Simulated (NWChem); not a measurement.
C$_{3}$H$_{3}$BFN; SMILES C1=NB(F)C=C1

```xyz
9

F      0.0402    -2.0690     0.0000
B      0.0089    -0.7509     0.0000
C      1.2506     0.2420     0.0000
C      0.6598     1.4467     0.0000
C     -0.8500     1.2398     0.0000
N     -1.2607     0.0247     0.0000
H      2.3209     0.0695     0.0000
H      1.1242     2.4299     0.0000
H     -1.5418     2.0883     0.0000
```
Atoms are numbered in this order, from 1.

Geometry: optimised at B3LYP/6-31G* (spherical d).

Q: Give the principal values of the shielding tensors (ppm) of F1, B2, C3, C4, C5 from BHandHLYP/pcSseg-1, GIAO (NWChem), with their diamagnetic and paramagnetic parts as GIAO splits them.

A: 
```csv
atom,σ11,σ22,σ33,isotropic,diamagnetic,paramagnetic
F1,97.7,213.1,432.5,247.7,470.5,-222.8
B2,57.8,57.8,65.4,60.3,190.7,-130.4
C3,-101.6,44.8,176.1,39.8,255.8,-216.0
C4,-125.9,62.4,130.7,22.4,255.0,-232.6
C5,-150.9,-7.3,103.5,-18.2,252.2,-270.4
```
